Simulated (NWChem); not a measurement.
System meant: AlN$_{2}$H$_{5}$; SMILES [NH2][AlH][NH2]

Input file for NWChem:

```
start job
memory heap 200 mb stack 900 mb global 1100 mb
geometry units angstroms noautoz
  Al     0.000000     0.000000    -0.490339
  H      0.000000     0.000000    -2.074720
  N     -1.543802    -0.000129     0.386600
  H     -2.447997     0.002874    -0.071181
  H     -1.671203    -0.003611     1.391829
  N      1.543802     0.000129     0.386600
  H      1.671203     0.003611     1.391829
  H      2.447997    -0.002874    -0.071181
end
basis spherical
  * library def2-svp
end
dft
  odft
  mult 2
  xc xpbe96 cpbe96
  iterations 150
  mulliken
end
task dft energy
```

End of the output:

```
 Summary of "ao basis" -> "" (spherical)
 ------------------------------------------------------------------------------
       Tag                 Description            Shells   Functions and Types
 ---------------- ------------------------------  ------  ---------------------
 *                          def2-svp                  on all atoms

  pbe96 is a nonlocal functional; adding pw91lda local functional.

                                 NWChem DFT Module
                                 -----------------

 Summary of "ao basis" -> "ao basis" (spherical)
 ------------------------------------------------------------------------------
       Tag                 Description            Shells   Functions and Types
 ---------------- ------------------------------  ------  ---------------------
 Al                         def2-svp                 8       18   4s3p1d
 H                          def2-svp                 3        5   2s1p
 N                          def2-svp                 6       14   3s2p1d

 Summary of "ao basis" -> "ao basis" (spherical)
 ------------------------------------------------------------------------------
       Tag                 Description            Shells   Functions and Types
 ---------------- ------------------------------  ------  ---------------------
 Al                         def2-svp                 8       18   4s3p1d
 H                          def2-svp                 3        5   2s1p
 N                          def2-svp                 6       14   3s2p1d

      Symmetry analysis of basis
      --------------------------

        a          37
        b          34

  number of electrons :                   32
  multiplicity        :                    2
 ------------------------------------------------------------------------
  no. of electrons and multiplicity not compatible                  32
 ------------------------------------------------------------------------
 ------------------------------------------------------------------------
  current input line :
    23: task dft energy
 ------------------------------------------------------------------------
 ------------------------------------------------------------------------
 There is an error in the input file
 ------------------------------------------------------------------------
 For more information see the NWChem manual at https://nwchemgit.github.io

0: no. of electrons and multiplicity not compatible:Received an Error in Communication
```

Problem. Find the fault in this run and fix the input.

Solution. The program refused the input. Cause: the multiplicity doesn't fit the number of electrons (an even count wants an odd multiplicity, and the reverse). This input runs:
```
start job
memory heap 200 mb stack 900 mb global 1100 mb
geometry units angstroms noautoz
  Al     0.000000     0.000000    -0.490339
  H      0.000000     0.000000    -2.074720
  N     -1.543802    -0.000129     0.386600
  H     -2.447997     0.002874    -0.071181
  H     -1.671203    -0.003611     1.391829
  N      1.543802     0.000129     0.386600
  H      1.671203     0.003611     1.391829
  H      2.447997    -0.002874    -0.071181
end
basis spherical
  Al library def2-svp
  H library def2-svp
  N library def2-svp
end
dft
  xc xpbe96 cpbe96
  iterations 150
  mulliken
end
task dft energy
```
It converges to -354.56181 Ha (PBE/def2-SVP).
